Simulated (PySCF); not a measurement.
Match the calculated data to a structure.

* UV, strongest line: among the 6 lowest singlet transitions: S2 at 4.71 eV (263 nm, f = 0.313) [TDDFT CAM-B3LYP/def2-SVPD]
* Rotational structure: rotational constants A, B, C: 5.061, 0.999, 0.834 GHz [PBE0-D3(BJ)/def2-SVP]
* UV, first state: lowest singlet excitation: 4.04 eV (307 nm, f = 0.000) [TDDFT CAM-B3LYP/def2-SVPD]
* Polarisability: 99.4 au [CAM-B3LYP/def2-SVPD]
* Dipole: 5.81 D [CAM-B3LYP/def2-SVPD]

Electronic properties: PySCF, gas phase, density fitting. Levels stand in brackets. Isolated species at its PBE0-D3(BJ)/def2-SVP geometry (one conformer only).

Question: Which candidate is it?
A. `CC(=O)c1cccnc1`
B. `Nc1ccc(C=O)cc1`
C. `CC(=O)c1ccccn1`

Answer: B. It is `Nc1ccc(C=O)cc1`. Numbering: `[NH2:1][c:2]1[cH:3][cH:4][c:5]([CH:6]=[O:7])[cH:8][cH:9]1`. Its formula, C7H7NO, gives 5 degrees of unsaturation: 1 ring and 4 π bonds in the structure found (Kekulé form). S1 is mainly HOMO−1→LUMO (weight 0.88); the largest Löwdin shares of the orbital it empties are 0.62 on the aldehyde oxygen, 0.16 on the aldehyde carbon, 0.09 on the formyl hydrogen and 0.08 on the substituted aromatic carbon, of the orbital it fills 0.21 on the aldehyde carbon, 0.18 on the aldehyde oxygen, 0.12 on the aromatic carbon bearing nitrogen and 0.10 on the substituted aromatic carbon. By its constants the optimised geometry is an asymmetric top.

The others, at the same levels:
- `CC(=O)c1ccccn1` fails: its computed lowest singlet excitation is 3.77 eV (329 nm, f = 0.000) (against 4.04 eV), static isotropic polarisability is 89.6 au (against 99.4 au) and rotational constant A is 3.754 GHz (against 5.061 GHz).
- `CC(=O)c1cccnc1` fails: its computed static isotropic polarisability is 89.4 au (against 99.4 au), rotational constant A is 3.768 GHz (against 5.061 GHz) and smallest rotational constant is 0.937 GHz (against 0.834 GHz).

Each candidate is one conformer, not necessarily the lowest. Dipoles, sizes and rotational constants follow the conformer. The torsions of the flexible species, by atom-mapped SMILES:
- `[NH2:1][c:2]1[cH:3][cH:4][c:5]([CH:6]=[O:7])[cH:8][cH:9]1`: C4–C5–C6–O7 -179°, H–N1–C2–C3 168°, H–N1–C2–C3 14°
- `[CH3:1][C:2](=[O:3])[c:4]1[cH:5][cH:6][cH:7][cH:8][n:9]1`: C1–C2–C4–C5 -179°
- `[CH3:1][C:2](=[O:3])[c:4]1[cH:5][cH:6][cH:7][n:8][cH:9]1`: C1–C2–C4–C5 -179°
